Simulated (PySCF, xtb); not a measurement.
HI2Si, SMILES I[SiH]I (connectivity only; charge and spin as stated), charge +1, multiplicity 1.

GFN2-xTB in xtb at its own geometry gives an orbital gap of 3.15 eV.

Coordinates come from a B3LYP-D3(BJ)/def2-SVP optimisation. The spin state was assumed, not searched. The isomer is the one that the SMILES or the coordinates give; other isomers of the formula were not compared. The def2 effective core potentials stand for the cores of I; spin–orbit coupling is left out.

Question: What does CAM-B3LYP/def2-TZVPD (PySCF) give? (The exact figures need the calculation; the answer reports its results.)

Answer: gap 6.90 eV (levels -14.36 and -7.46 eV).
